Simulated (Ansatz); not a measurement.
`[Br][Zn][Br]` + H₂ → `[ZnH][Br]` + HBr  (hydrogenolysis of a Zn–Br bond)

Calculated with Ansatz (gas phase, PBE0-D4/def2-TZVP geometries, no zero-point term in ΔE). CCSD(T)/CBS adds triple-zeta CCSD(T) − MP2 to the extrapolated MP2 energy (def2 sets, frozen cores). This one scheme is used for every species. DFT in def2-TZVPP. B3LYP here is the variant with VWN-RPA as its local correlation; programs differ in this. For Br, Zn outer-core shells are correlated without core-valence functions, which leaves a few kJ/mol of doubt a bond. Scalar relativity is left out up to krypton.

```csv
level,ΔE (kcal/mol),difference from CCSD(T)/CBS
LDA (SPW92),23.5,-7.0
B97M-V,24.5,-6.0
B3LYP-D4,27.1,-3.4
PBE-QIDH,28.8,-1.7
B3LYP,26.1,-4.4
r2SCAN0,28.8,-1.7
CAM-B3LYP,25.6,-4.9
LC-ωPBE,26.2,-4.3
HF/def2-QZVPP,31.3,0.8
MP2/def2-QZVPP,31.0,0.5
CCSD(T)/CBS,30.5,0
```

Largest T1 diagnostic among the species: 0.012.

The D4 term adds +1.1 kcal/mol with B3LYP and +0.6 kcal/mol with PBE0; it sums over pairs of atoms, weighted by their polarisabilities, and B3LYP, whose exchange is more repulsive, gets the larger term. From PBE to PBE0 (25 % exact exchange), in def2-TZVPP and without D4, ΔE moves by +1.7 kcal/mol. At CCSD(T), def2-SVP lies −2.9 kcal/mol from the extrapolated value and def2-TZVPP −3.7 kcal/mol.
